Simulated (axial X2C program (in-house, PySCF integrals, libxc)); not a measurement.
**What spin–orbit coupling does to BeTc**

Calculated with an axial X2C code built on PySCF integrals. Spin-free means the one-electron spin-free X2C Hamiltonian; two-component (2c) means X2C with spin–orbit coupling and atomic mean-field two-electron Coulomb and Gaunt terms, so the difference of the two also holds small scalar two-electron terms. Basis: Tc dyall-cv3z [12s12p8d5f3g], Be dyall-cv3z [8s8p3d1f] (cores contracted in-house); Gaussian nuclei, density fitting, unrestricted open shells. Masses: Tc 98.907 u, Be 9.012 u.

Spin-free state: M_S = 5/2, Λ = 1 (beyond evenly filled blocks: 2 × σα, π+α, π+β, π-α, δ+α, δ-α); fragments Tc + Be.

| level | Re (Å) | ωe (cm⁻¹) | De (eV) | μ (D) |
| --- | --- | --- | --- | --- |
| PBE0 | 2.269 | 450.5 | 1.277 | -1.41 |
| PBE | 2.238 | 475.2 | 1.515 | -1.28 |

Dipoles are positive if Be is the positive end.

Two-component determinant lowest at the distance of the search:

Ω = 7/2 (⟨Sz⟩ = 2.50, ⟨Lz⟩ = 1.00 at PBE0); fragments Tc + Be.

```csv
level,Re (Å),ωe (cm⁻¹),De (eV),μ (D)
PBE0,2.269,449.0,1.311,-1.40
PBE,2.239,474.2,1.552,-1.27
```

Q: From the two tables, how do the constants change at the PBE0 level (2c against spin-free)?

A: At the PBE0 level Re is unchanged to within 0.001 Å and ωe decreases by 1.5 cm⁻¹; De changes by 0.034 eV.

One determinant describes the state; a PBE0 search over occupations chose it and may have missed a lower one. De is counted from the lowest determinant-based energies of the atoms at the same level, without counterpoise correction. Density functionals use the spin component along the axis (collinear). PBE0 can misorder states that lie within some tenths of an eV, so this need not be the ground state of the molecule. The nearest other spin-free determinant of the search, M_S = 5/2, Λ = 0, lies 0.24 eV up at the distance of the search. Without a current term, density functionals place determinants with orbital angular momentum somewhat too high. With several unpaired electrons one determinant need not be a pure state. A state of lower Ω lies just above, and one determinant can place such states too high, so the state shown need not be the lowest. The search has Ω = 3/2 only 0.07 eV up. At some level and bond length an empty orbital lies below a filled one. The determinant is spin-polarised beyond a pure state at some levels (its spin-free form has ⟨S²⟩ too high), which makes Re and μ there less reliable.
